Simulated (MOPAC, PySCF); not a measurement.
Bond stretch in SMILES [Cl][GeH3]. The Ge1–Cl5 bond (Ge1 also carries H, H, H; Cl5 carries nothing else) is pulled apart rigidly from the PBE0/def2-TZVP optimised geometry.

Computed with: UKS-LDA (SVWN5) = unrestricted LDA (SVWN5)/cc-pVDZ (PySCF); PM3, restricted, heats of formation (MOPAC); RKS-BHandHLYP = restricted BHandHLYP/cc-pVDZ run with PySCF; UCCSD(T) = CCSD(T) on UHF/cc-pVDZ, 14 core orbitals frozen run with PySCF.

Energies relative to the lowest point of each curve near equilibrium, in kJ/mol:

```json
[
 {"R / Å": "1.72", "UKS-LDA (SVWN5)": "312.9", "PM3": "187.5", "RKS-BHandHLYP": "336.8"},
 {"R / Å": "2.04", "UKS-LDA (SVWN5)": "14.0", "PM3": "11.9", "RKS-BHandHLYP": "17.0"},
 {"R / Å": "2.16", "UKS-LDA (SVWN5)": "0.0", "PM3": "0.2", "RKS-BHandHLYP": "0.0"},
 {"R / Å": "2.29", "UKS-LDA (SVWN5)": "10.7", "PM3": "2.9", "RKS-BHandHLYP": "9.0"},
 {"R / Å": "2.35", "UKS-LDA (SVWN5)": "21.2", "PM3": "9.8", "RKS-BHandHLYP": "19.3"},
 {"R / Å": "2.49", "UKS-LDA (SVWN5)": "53.7", "PM3": "42.2", "RKS-BHandHLYP": "51.9"},
 {"R / Å": "2.68", "UKS-LDA (SVWN5)": "106.0", "PM3": "116.0", "RKS-BHandHLYP": "105.8"},
 {"R / Å": "3.27", "UKS-LDA (SVWN5)": "255.5", "PM3": "333.7", "RKS-BHandHLYP": "267.6"},
 {"R / Å": "3.85", "UKS-LDA (SVWN5)": "350.1", "PM3": "451.5", "RKS-BHandHLYP": "381.0"},
 {"R / Å": "4.28", "UKS-LDA (SVWN5)": "385.9", "PM3": "501.5", "RKS-BHandHLYP": "438.3"},
 {"R / Å": "5.32", "UKS-LDA (SVWN5)": "416.7", "PM3": "561.2", "RKS-BHandHLYP": "515.5"},
 {"R / Å": "5.80", "UKS-LDA (SVWN5)": "421.5", "PM3": "576.0", "RKS-BHandHLYP": "533.6"}
]
```

Q: Predict the corresponding UCCSD(T) column.

A: 1.72: 349.6; 2.04: 18.7; 2.16: 0.0; 2.29: 8.0; 2.35: 17.9; 2.49: 49.9; 2.68: 102.5; 3.27: 262.3; 3.85: 349.4; 4.28: 365.6; 5.32: 371.5; 5.80: 371.9 (kJ/mol).

The unrestricted determinant behind UKS-LDA (SVWN5) is spin-contaminated at 3.85 to 7.60 Å (<S²> up to 0.8, against 0.00 for a pure singlet). At the longest distance UKS-LDA (SVWN5), RKS-BHandHLYP leaves fractional charges on the fragments, a sign of delocalisation error or of the restricted form. The restricted form behind PM3, RKS-BHandHLYP keeps the bonding electrons paired and can't separate into open-shell fragments. The unrestricted determinant behind UCCSD(T) is spin-contaminated at 3.27 to 7.60 Å (<S²> up to 1.0, against 0.00 for a pure singlet).
